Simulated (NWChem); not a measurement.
System meant: HSO3, doublet; SMILES O=[S](=O)O

Here is an NWChem input.

```
start job
memory heap 200 mb stack 900 mb global 1100 mb
geometry units angstroms noautoz
  O      1.429992     0.173646     0.195745
  S      0.032795     0.127965    -0.251154
  O     -0.975089     1.087699     0.186762
  O     -0.564406    -1.345409     0.150822
  H      0.181212    -1.968221     0.169446
end
basis spherical
  * library def2-svp
end
dft
  odft
  mult 3
  xc pbe0
  iterations 150
  mulliken
end
task dft energy
```

End of the output:

```
 Summary of "ao basis" -> "" (spherical)
 ------------------------------------------------------------------------------
       Tag                 Description            Shells   Functions and Types
 ---------------- ------------------------------  ------  ---------------------
 *                          def2-svp                  on all atoms

                                 NWChem DFT Module
                                 -----------------

 Summary of "ao basis" -> "ao basis" (spherical)
 ------------------------------------------------------------------------------
       Tag                 Description            Shells   Functions and Types
 ---------------- ------------------------------  ------  ---------------------
 O                          def2-svp                 6       14   3s2p1d
 S                          def2-svp                 8       18   4s3p1d
 H                          def2-svp                 3        5   2s1p

 Summary of "ao basis" -> "ao basis" (spherical)
 ------------------------------------------------------------------------------
       Tag                 Description            Shells   Functions and Types
 ---------------- ------------------------------  ------  ---------------------
 O                          def2-svp                 6       14   3s2p1d
 S                          def2-svp                 8       18   4s3p1d
 H                          def2-svp                 3        5   2s1p

  number of electrons :                   41
  multiplicity        :                    3
 ------------------------------------------------------------------------
  no. of electrons and multiplicity not compatible                  41
 ------------------------------------------------------------------------
 ------------------------------------------------------------------------
  current input line :
    20: task dft energy
 ------------------------------------------------------------------------
 ------------------------------------------------------------------------
 There is an error in the input file
 ------------------------------------------------------------------------
 For more information see the NWChem manual at https://nwchemgit.github.io

0: no. of electrons and multiplicity not compatible:Received an Error in Communication
```

### Question
Can this run be used? If not, why, and what is the fix?

### Answer
The input was rejected before any calculation. Cause: the multiplicity doesn't fit the number of electrons (an even count wants an odd multiplicity, and the reverse). This input runs:
```
start job
memory heap 200 mb stack 900 mb global 1100 mb
geometry units angstroms noautoz
  O      1.429992     0.173646     0.195745
  S      0.032795     0.127965    -0.251154
  O     -0.975089     1.087699     0.186762
  O     -0.564406    -1.345409     0.150822
  H      0.181212    -1.968221     0.169446
end
basis spherical
  * library def2-svp
end
dft
  odft
  mult 2
  xc pbe0
  iterations 150
  mulliken
end
task dft energy
```
It converges to -623.68495 Ha (PBE0/def2-SVP, spin-unrestricted).
